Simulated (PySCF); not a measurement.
C4H12BP.
Atom-mapped SMILES: `[CH3:1][B:2]([CH3:3])[P:4]([CH3:5])[CH3:6]` (hydrogens: H7, H8, H9 on C1; H10, H11, H12 on C3; H13, H14, H15 on C5; H16, H17, H18 on C6)

Structure used (PBE0-D3(BJ)/def2-SVP), in Å, numbered top down from 1:
```xyz
18
C4H12BP angstrom
C     -0.6085   -1.5398   -0.5370
B     -0.4542    0.0260   -0.4592
C     -1.7076    0.9526   -0.6960
P      1.1819    0.7975    0.0515
C      1.3471    2.4388   -0.7796
C      2.5660   -0.1898   -0.6703
H     -1.4633   -1.8855    0.0689
H      0.2776   -2.1284   -0.2603
H     -0.8645   -1.7980   -1.5819
H     -1.6339    1.9583   -0.2564
H     -1.7924    1.0981   -1.7908
H     -2.6543    0.4915   -0.3719
H      0.4981    3.0762   -0.4930
H      2.2666    2.9374   -0.4389
H      1.3730    2.3603   -1.8776
H      2.4684   -1.2368   -0.3489
H      2.5822   -0.1593   -1.7708
H      3.5280    0.1861   -0.2919
```

Method used: core-valence-separated Tamm–Dancoff BHandHLYP/aug-pcX-1 (pcseg-1 on H, def2-SVPD on P) in PySCF, non-relativistic, gas phase, PBE0-D3(BJ)/def2-SVP geometry. The energies are unshifted.

The lowest roots of each edge with f over 0.003 (five at most, numbered afresh; weaker and dark ones are left out), with transition dipoles (au) in the frame of the coordinates:

```csv
root,edge,E (eV),μx,μy,μz
1,C,284.70,0.0198,-0.0123,0.0177
2,C,284.70,-0.0088,-0.0250,-0.0109
3,C,285.00,-0.0220,0.0249,0.0062
4,C,285.01,-0.0038,0.0323,-0.0086
5,C,285.53,-0.0065,0.0230,0.0568
6,B,186.03,-0.0219,-0.0022,0.1361
7,B,191.94,0.0406,0.0174,0.0107
```

Question: What are the oscillator strengths?

Answer: f = (2/3) ΔE |μ|², with ΔE in hartree (27.2114 eV):

| root | ΔE (Eh) | \|μ\|² (au) | f | core hole on |
| --- | --- | --- | --- | --- |
| 1 | 10.4625 | 0.000857 | 0.006 | C1/C3 |
| 2 | 10.4627 | 0.000821 | 0.006 | C1/C3 |
| 3 | 10.4734 | 0.001142 | 0.008 | C5/C6 |
| 4 | 10.4738 | 0.001132 | 0.008 | C5/C6 |
| 5 | 10.4931 | 0.003797 | 0.027 | C3 |
| 6 | 6.8367 | 0.019008 | 0.087 | B2 |
| 7 | 7.0538 | 0.002066 | 0.010 | B2 |

Question: Molecules are fixed in this frame and the field points along y. What effective strengths 3 f cos²θ do the roots have (θ between field and μ)?

Answer: root 1 (C1/C3): 0.003, root 2 (C1/C3): 0.013, root 3 (C5/C6): 0.013, root 4 (C5/C6): 0.022, root 5 (C3): 0.011, root 6 (B2): 0.000, root 7 (B2): 0.004. Root 4 is the strongest. Averaged over all orientations cos²θ is 1/3, which gives f back.

One conformer stands for the species.
